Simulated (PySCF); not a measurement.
Si(F)(SiH3) (FH3Si2), SMILES [Si]([SiH3])F (connectivity only; charge and spin as stated), neutral, multiplicity 1.

Geometry optimised at B3LYP-D3(BJ)/def2-TZVP.

Vertical ionisation energy (IE) and electron affinity (EA) in eV. Rows of orbital energies are one-electron estimates. Where ΔSCF, EOM or ADC give a negative EA the extra electron is unbound and the value depends on the basis.

```
level                                           IE    EA
--------------------------------------------  ----  ----
−ε(HOMO), −ε(LUMO), B3LYP/def2-TZVPD (PySCF)  6.28  3.22
ADC(2)/aug-cc-pVDZ (PySCF)                    8.26  1.07
```

Beyond the first one, list the lowest photoelectron lines from ADC(2)/aug-cc-pVDZ (PySCF) with their pole strengths (two spins summed). (Estimate from the structure and the level; the computed values follow.)

12.25 eV (1.82), 12.35 eV (1.82), 12.74 eV (1.79), 14.07 eV (1.70), 14.14 eV (1.71).
